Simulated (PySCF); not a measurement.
Sr(Cl)2, SMILES [Cl][Sr][Cl], singlet at its PBE0/def2-SVP optimised geometry (Å):

```
3

Sr    -0.1902    -0.6786     0.0000
Cl     2.4212    -0.6786     0.0000
Cl    -2.4212     0.6786     0.0000
```

Calculation: PBE0/def2-TZVP, def2 effective core potentials past Kr (PySCF). The core electrons that the potentials of Sr replace are not part of the density. Cells within 0.4 Å of a nucleus heavier than hydrogen are left out (blank, or x).

Map of the electrostatic potential (hartree/e), clipped to [-0.08, 0.12] on the plane z = 0.0 Å:

```
|2222222222222222222222222222222|
|2111111112222222222222222222222|
|1111111111222222222222222222222|
|1111111111122222222222222222222|
|1111111111112222333322222222222|
|1110000001112223333332222222222|
|1100000000112233333332222222222|
|1000000000012233443332222211112|
|0000000100012344444332221111111|
|0000136763112355554432211111111|
|0001499999423567765432111000111|
|0003999999955799987532100000001|
|000599xxx9989999999632100000000|
|000599xxx9999999999743332100000|
|0004999x99999999999967999720000|
|0002899999999999999999999981000|
|00002799999999x99999999x9994000|
|10001235799999xx999999xxx995000|
|11111124699999xx999999xxx995000|
|2111223579999999999999999993000|
|2222234689999999999989999951000|
|2233345689999999999855676310000|
|3333445689999999999742211000000|
|3334455689999999999642110000011|
|3334455678999999998643211111111|
|3344455678899999987543221111111|
|3344455667788998876543322211122|
|3344455566777777766544332222222|
|3344445556666766665544332222222|
|3344445555666666555444333222222|
|3344444555555555554444333322222|
```
Scale: ten equal steps from -0.052 (start of '0') to 0.120 (end of '9'), in the order '0123456789'; x runs from -4.50 to 4.50, y from -4.50 (bottom) to 4.50 (top).
